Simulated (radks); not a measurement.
Results of a calculation; reference values are marked as such.
Valence configurations of the scandium ion Sc+ (all share [Ar]). Code: a radial shooting solver on a logarithmic mesh with Libxc functionals. Model: Dirac Kohn-Sham, PBEsol, spin-unpolarised, spherical densities, point nucleus; open shells are shared between the two j in proportion to 2j + 1. Energies are relative to 3d1 4s1; eigenvalues in eV.

valence          E (eV)  e(3d3/2)  e(3d5/2)  e(4p1/2)  e(4p3/2)  e(4s1/2)
3d1 4s1           0.000   -10.000    -9.967         -         -    -9.721
3d1.5 4s0.5       0.114    -8.303    -8.273         -         -    -8.957
3d0.5 4s1.5       0.417   -11.983   -11.947         -         -   -10.511
3d2               0.634    -6.901    -6.874         -         -         -
4s2               1.492         -         -         -         -   -11.313
3d0.5 4s1 4p0.5   2.237   -12.514   -12.476    -7.194    -7.150   -10.813
3d1 4p1           3.422   -11.038   -11.004    -6.924    -6.885         -
3d0.5 4s0.5 4p1   4.065   -13.034   -12.997    -7.463    -7.418   -11.095
4s1 4p1           5.379         -         -    -8.004    -7.954   -11.879
4p2               9.308         -         -    -8.468    -8.417         -

NIST lists [Ar] 3d1 4s1 as the ground configuration; this level of theory agrees among the configurations tried. The energies are those of spherical spin-averaged densities, not of single terms.
